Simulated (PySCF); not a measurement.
# Removing an electron from `CB(C)C[O+](C)[AlH3-]`

Compound: C4H14AlBO.
Numbering: `[CH3:1][B:2]([CH3:3])[CH2:4][O+:5]([CH3:6])[AlH3-:7]` (hydrogens: H8, H9, H10 on C1; H11, H12, H13 on C3; H14, H15 on C4; H16, H17, H18 on C6; H19, H20, H21 on Al7)

Structure used (PBE0-D3(BJ)/def2-SVP), in Å, numbered top down from 1:
```
atom  x, y, z in Å
C1    -2.407    0.925   -0.907
B2    -1.230    0.278   -0.098
C3    -1.493   -0.811    0.994
C4     0.227    0.783   -0.453
O5     1.325    0.124    0.198
C6     1.623    0.568    1.508
Al7    2.159   -1.424   -0.716
H8    -2.694    0.177   -1.672
H9    -2.166    1.856   -1.441
H10   -3.309    1.078   -0.294
H11   -0.643   -1.487    1.170
H12   -2.396   -1.406    0.792
H13   -1.693   -0.274    1.942
H14    0.391    0.642   -1.537
H15    0.326    1.873   -0.290
H16    2.435   -0.064    1.886
H17    0.741    0.468    2.160
H18    1.949    1.620    1.482
H19    0.852   -2.319   -0.994
H20    2.781   -0.696   -2.006
H21    3.151   -1.883    0.459
```

Level: CAM-B3LYP/def2-SVPD (PySCF). Frontier orbitals with their largest atomic shares (Löwdin; up to four atoms above 4 %):

```tsv
orbital	ε (eV)	main atoms
HOMO−3	-10.87	C3 25 %, B2 25 %, C1 23 %, H11 6 %
HOMO−2	-10.06	O5 30 %, C4 19 %, B2 16 %, C1 6 %
HOMO−1	-8.82	Al7 36 %, H21 36 %, H19 11 %, H20 9 %
HOMO	-8.59	?
LUMO	0.24	B2 41 %, C4 13 %, C3 12 %, C1 11 %
LUMO+1	0.56	B2 34 %, Al7 7 %, C6 6 %, C1 6 %
LUMO+2	1.30	Al7 57 %, H20 6 %, H19 6 %, H21 6 %
```

What vertical ionisation energy does ΔSCF give, and how far is −ε(HOMO) from it?

ΔSCF: 9.52 eV (918 kJ/mol; threshold wavelength 130 nm); ⟨S²⟩ of the doublet left behind is 0.769, against 0.75 for a pure doublet. −ε(HOMO) is 8.59 eV, 0.93 eV below it. In exact Kohn–Sham theory the two would be equal; CAM-B3LYP (range-separated hybrid) falls short of its own ΔSCF value by 10 %.

On which atoms does the HOMO lie?

Al7 (aluminium bonded to O and 3 H) 34 %, H20 (Al–H hydrogen) 28 %, H19 (Al–H hydrogen) 25 %, O5 (oxygen bonded to Al and 2 C) 7 %, so no atom holds as much as 40 %. The HOMO−1 lies 0.23 eV lower.

What kinetic energy would electrons from this vertical process carry with He I light (21.218 eV)?

21.22 − 9.52 = 11.70 eV.

What total energies stand behind the ΔSCF value?

E(N) = -502.95588 Eh and E(N − 1) = -502.60621 Eh at the same geometry, 0.34967 Eh apart.

Geometry: PBE0-D3(BJ)/def2-SVP, one conformer, isolated molecule.
